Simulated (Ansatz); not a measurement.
CHCl₂F₃OSi, SMILES `FC(F)(F)O[SiH](Cl)Cl`, relaxed with RKS PBE0-D4/def2-TZVP in the Gaussian-basis code of Ansatz from a GFN2-xTB geometry. The force threshold is 0.005 eV/Å; the program also tests the step.

Total charge 0; spin multiplicity 1.

Start:

```xyz
9

F     0.133   -1.853    1.675
C     0.144   -0.630    1.154
F     1.197    0.004    1.688
F    -0.939    0.001    1.645
O     0.173   -0.673   -0.143
Si   -0.213    0.547   -1.223
Cl    0.910    2.140   -0.829
Cl    0.219   -0.357   -2.924
H    -1.625    0.821   -1.043
```

(1) By how much does the energy fall, and how many steps does the optimiser take? (Estimate.)

(2) Which bonds change most? (Estimate.)

(3) Give the relaxed structure. (Estimate.)

Results:

(1) Ansatz gave: 2.96 kcal/mol, in 16 steps.

(2) Computed: Si6–Cl8 from 1.974 to 2.019 Å; C2–O5 from 1.298 to 1.338 Å; Si6–Cl7 from 1.988 to 2.024 Å; O5–Si6 from 1.674 to 1.654 Å.

(3) Ansatz gave: 
```xyz
9

F    -0.044   -1.844    1.702
C     0.176   -0.630    1.219
F     1.327   -0.188    1.717
F    -0.795    0.178    1.669
O     0.206   -0.674   -0.118
Si   -0.237    0.488   -1.207
Cl    0.752    2.213   -0.826
Cl    0.299   -0.267   -3.000
H    -1.684    0.724   -1.157
```
